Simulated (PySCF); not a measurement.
# ORD: `InChI=1S/C4H5F3O/c5-2-1-8-3(2)4(6)7/h2-4H,1H2/t2-,3+/m1/s1`

Geometry (Å), atoms numbered from 1 in this order:
```xyz
13

F     1.6057   -0.1554    1.8874
C     1.5277   -0.1658    0.5374
F     2.6580    0.4158    0.0852
C     0.3019    0.6324    0.0865
O     0.0673    0.5380   -1.3150
C    -1.1643   -0.1708   -1.1372
C    -1.0487   -0.0412    0.3833
F    -0.9750   -1.2295    1.0493
H     1.5127   -1.2099    0.1924
H     0.4093    1.6696    0.4220
H    -2.0041    0.3455   -1.6041
H    -1.1009   -1.2002   -1.4980
H    -1.7941    0.5720    0.8929
```

Method: TDDFT BHandHLYP/def2-SVPD circular dichroism and optical rotation, one conformer, gas phase (PySCF 2.14.0). Geometry: GFN2-xTB.

The molecule is flexible and this is one conformer; a measurement averages over conformers. States above about 9.8 eV (minus the energy of the highest occupied orbital) lie near or above the ionisation threshold and depend on the basis.

Stereocentres: C4 S, C7 R.

(1) Give the optical rotatory dispersion at 633, 589.3, 546, 436, 405, 365, 355 nm.

(2) And for the mirror image at 589.3 nm?

(3) What is the molar rotation [Φ] = [α]·M/100 of the geometry above at 589.3 nm?

Answers

(1) [α] in deg dm⁻¹ (g/mL)⁻¹:
```tsv
λ (nm)	origin-invariant length gauge	modified velocity gauge	length gauge (centre of mass)	isotropic polarisability (au)
633	-4.3	-11.1	-2.9	50.8
589.3	-5.2	-13.1	-3.5	50.9
546	-6.3	-15.6	-4.4	51.0
436	-11.7	-27.0	-8.5	51.5
405	-14.6	-32.7	-10.8	51.8
365	-20.1	-43.2	-15.3	52.2
355	-22.0	-46.7	-16.9	52.3
```

(2) +5.2 deg dm⁻¹ (g/mL)⁻¹ (origin-invariant length gauge): the same size and the opposite sign.

(3) With M = 126.08 g/mol, -6.5 deg cm² dmol⁻¹ (origin-invariant length gauge).

The first excitation lies at 7.85 eV (158 nm) with R = -1.6 × 10⁻⁴⁰ esu² cm² (velocity form).
